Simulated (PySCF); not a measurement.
A structure optimised at PBE-D3(BJ)/def2-SVP, used in a PySCF frequency run:

```xyz
11

W     -0.0191    -0.4278     0.0000
O     -0.4172     1.3991     0.0000
C      0.1826     2.6797     0.0000
H     -0.1402     3.2393    -0.9027
H     -0.1402     3.2393     0.9027
H      1.2897     2.5964     0.0000
H      1.1361    -1.2601    -0.9260
H      1.5550     0.1254     0.0000
H     -0.5908    -1.1482    -1.4496
H      1.1361    -1.2601     0.9260
H     -0.5908    -1.1482     1.4496
```

Question: Write its SMILES, formula and point group.

Answer: C[O][WH5], CH8OW, Cs

Question: What are its rotational constants (standard atomic weights)?

Answer: 27.727, 2.6475, 2.6063 GHz
